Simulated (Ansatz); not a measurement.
Compare A (`ClBC1C[SiH2]1`) with its isomer B (`Cl[SiH]1CBC1`).

Program: Ansatz. Geometries: PBE0-D4/def2-TZVP. ΔE: electronic, gas phase. CCSD(T)/CBS is the MP2 limit (def2-TZVPP, def2-QZVPP) plus CCSD(T) − MP2 in def2-TZVPP, frozen cores. DFT in def2-TZVPP. B3LYP here is the variant with VWN-RPA as its local correlation; programs differ in this. One conformer a species, not always the lowest.

A:

```xyz
11

Cl    2.301   -0.128    1.180
B     1.211    1.003    0.357
C     0.125    0.507   -0.556
C    -0.166   -0.961   -0.858
Si   -1.139   -0.356    0.578
H     1.370    2.162    0.589
H    -0.375    1.240   -1.184
H     0.651   -1.647   -0.659
H    -0.684   -1.157   -1.790
H    -0.747   -0.706    1.954
H    -2.547    0.044    0.389
```

B:

Z-matrix (Å, degrees):
```
Si
C 1 1.882
B 1 2.243 2 43.6
Cl 1 2.059 2 116.7 3 139.1
C 1 1.882 2 82.5 3 22.9
H 1 1.480 2 116.6 3 -93.2
H 2 1.099 1 101.4 3 -110.2
H 2 1.085 1 126.7 3 123.9
H 3 1.196 1 140.8 2 -107.0
H 5 1.086 1 126.7 2 -146.8
H 5 1.099 1 101.4 2 87.3
```

**Question.** Which isomer does CCSD(T)/CBS put lower? Give the gap. (Estimate.)

**Answer.** Ansatz gave: B, by 21.9 kcal/mol.

**Question.** Give E(B) − E(A) in kcal/mol with CCSD(T)/def2-TZVPP, MP2/def2-TZVPP, PBE0-D4, B3LYP, PBE-D4, HF/def2-TZVPP, CCSD/def2-TZVPP. (Best estimate.)

**Answer.** Ansatz gave: CCSD(T)/def2-TZVPP -20.7, MP2/def2-TZVPP -20.8, PBE0-D4 -22.0, B3LYP -20.9, PBE-D4 -20.1, HF/def2-TZVPP -24.2, CCSD/def2-TZVPP -21.6. None reverses the order clearly.

Largest T1 diagnostic: 0.011.

In def2-TZVPP, CCSD(T) changes the Hartree–Fock value by +3.6 kcal/mol (the triples alone add +0.9 kcal/mol) and MP2 by +3.4 kcal/mol. From PBE to PBE0 (25 % exact exchange), in def2-TZVPP and without D4, E(B) − E(A) moves by −1.9 kcal/mol.
